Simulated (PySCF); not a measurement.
M06-2X on Al⁺ (aluminium, charge +1)

Configuration: [Ne] 3s2, closed-shell 1S. Calculation: PySCF 2.14, in dyall-av2z; the non-relativistic Hamiltonian (point nucleus).

* Total energy: -242.1329 hartree
* One-electron energy: -332.9341 hartree
* Hartree (Coulomb) energy: 109.1436 hartree
* Exchange-correlation energy: -18.3423 hartree
* Kinetic energy: 241.74971 hartree
* ⟨S²⟩: 0.0000
* ⟨L²⟩: 0.000
* Sum of ⟨r⟩: 9.859 bohr
* Sum of ⟨r²⟩: 16.76 bohr²
* Density at the nucleus (Gaussians lack the cusp): 1370 bohr⁻³
* Langevin diamagnetic susceptibility: -13.3 ×10⁻⁶ cm³/mol

```tsv
shell	electrons	mean orbital energy (hartree)	rms radius, mean of both spins (bohr)
1s	2	-57.18899	0.140
2s	2	-4.70773	0.684
2p	6	-3.20538	0.677
3s	2	-0.61844	2.55
```
